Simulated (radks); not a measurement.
Removal energies from the scandium ion Sc2+, [Ar] 3d1, by Delta-SCF beside the eigenvalue of the level emptied. All-electron calculation, scalar-relativistic Kohn-Sham, r2SCAN, spin-polarised, spherical densities, finite nucleus; meta-GGA in the generalised Kohn-Sham scheme; Fermi nuclear charge, rms radius of each element as measured or else 0.836 A^(1/3) + 0.57 fm. Program: a radial shooting solver on a logarithmic mesh with Libxc functionals. Open shells are filled with parallel spins first.

removed from,final configuration,Delta-SCF (eV),-eigenvalue (eV)
3d,[Ar],24.496,17.886
3p,[Ne] 3s2 3p5 3d1,56.862,49.181
3s,[Ne] 3s1 3p6 3d1,79.666,71.621
2p,[He] 2s2 2p5 3s2 3p6 3d1,431.80,408.07
